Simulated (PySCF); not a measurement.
First hyperpolarisability: `C[Se]c1ccc2[se]nnc2c1`, C7H6N2Se2

Cartesian coordinates in Å; atom numbers follow the order of the lines, from 1:
```xyz
17

C     3.382   -0.199   -0.261
Se    2.575    1.166    0.844
C     0.746    0.681    0.676
C    -0.188    1.485    1.372
C    -1.548    1.232    1.326
C    -2.015    0.149    0.569
Se   -3.719   -0.499    0.266
N    -2.854   -1.851   -0.830
N    -1.630   -1.699   -0.845
C    -1.082   -0.654   -0.126
C     0.294   -0.394   -0.077
H     4.464   -0.007   -0.233
H     3.185   -1.201    0.143
H     3.032   -0.123   -1.300
H     0.172    2.331    1.964
H    -2.238    1.874    1.876
H     0.960   -1.051   -0.635
```

Computed with quadratic response CAM-B3LYP/def2-SVPD first hyperpolarisability, Taylor convention, gas phase (PySCF). Geometry: PBE0-D3(BJ)/def2-SVP.

The calculation is non-relativistic, which matters for the atoms heavier than Zn.

(1) Give β for the processes computed.

(2) Which lowest excitations, dipole and polarisabilities go with it?

Answers

(1) In au, Taylor convention; the vector part is βᵢ = ⅓ Σⱼ (βᵢⱼⱼ + βⱼᵢⱼ + βⱼⱼᵢ); β∥ is 3/5 of the vector part along the dipole, the dipole points from − to +:
```
                   process  λ (nm)  β vector norm     β∥  β HRS  depolarisation ratio
           static β(0;0,0)       ∞          694.8  146.5  274.9                  5.92
second harmonic β(−2ω;ω,ω)    1907          762.2  172.3  301.6                  6.01
         Pockels β(−ω;ω,0)    1907          716.1  154.6      –                     –
second harmonic β(−2ω;ω,ω)    1064          960.0  251.0  379.2                  6.31
         Pockels β(−ω;ω,0)    1064          767.4  174.3      –                     –
```

(2) S1 3.56 eV (f = 0.001); S2 3.73 eV (f = 0.015); S3 4.17 eV (f = 0.000); dipole 2.69 D; isotropic α 155.0 au static, 155.9 au at 1907 nm, 157.8 au at 1064 nm, 158.4 au at 953.5 nm, 167.3 au at 532 nm.
